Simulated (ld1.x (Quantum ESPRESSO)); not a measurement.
**Before and after: TM potential for Br**

bromine, norm-conserving Troullier–Martins (Kleinman–Bylander form), made with ld1.x (Quantum ESPRESSO) 7.5 (PBE, scalar-relativistic). Core [Ar] 3d10, reference 4s2 4p5. Waves: 4p (bound): rc 1.75 bohr; 4s (bound): rc 1.45 bohr. Local part: the s channel. Core correction: none.

Change: local potential the p channel.

Cutoffs: the cutoffs (Ry, on a coarse ladder) from which the occupation-weighted sum of valence levels, in a spherical-Bessel basis at the reference potential, stays within 10 and 1 mRy of its value at 400 Ry; they do not see the model core or the augmentation charge, which bear on the density cutoff. Errors are all-electron minus pseudo energies relative to the spin-unpolarised reference configuration.

**Question.** Predict the effect on cutoff, ghosts and configuration errors.

**Answer.** The potential gets neither clearly harder nor softer (45 Ry and 70 Ry → 45 Ry and 70 Ry); the bound ghost in p disappears; of the 7 tests that both files solve, the error grows in 0 and shrinks in 4 by more than 15 % and 0.3 meV (median size 6.0 → 3.6 meV). In the separable form a ghost depends on how the local part lies against the semilocal potential of the channel, so the choice of the local part can create or remove one.

```csv
quantity,base,changed
"cutoff, loose",45 Ry,45 Ry
"cutoff, tight",70 Ry,70 Ry
loose cutoff by channel (10 mRy a level),"p 21 Ry, s 35 Ry","s 35 Ry, p 18 Ry"
bound ghosts,p,none
"error for 4s2 4p4, meV [ΔE 12.55 eV]",-6.0,-3.6
"error for 4s2 4p3, meV [ΔE 35.31 eV]",-26,-16
"error for 4s2 4p2, meV [ΔE 69.30 eV]",-61,-45
"error for 4s2 4p5.3, meV [ΔE -1.96 eV]",+0.2,+0.3
"error for 4s1 4p6, meV [ΔE 12.37 eV]",-0.4,+0.6
"error for 4s1 4p5, meV [ΔE 25.56 eV]",-5.8,+1.9
"error for 4s2 4p1, meV [ΔE 115.32 eV]",-96,-95
s: phases at 1.89 bohr within 0.05 rad from the reference energy up to (Ry; the scan ends near 5),4.5,to the end of the scan
p: phases at 1.89 bohr within 0.05 rad from the reference energy up to (Ry; the scan ends near 5),to the end of the scan,to the end of the scan
```

 A true bound ghost makes a file unfit for plane-wave use even where its test errors are small: the radial tests pick states by their node count and pass the ghost by.
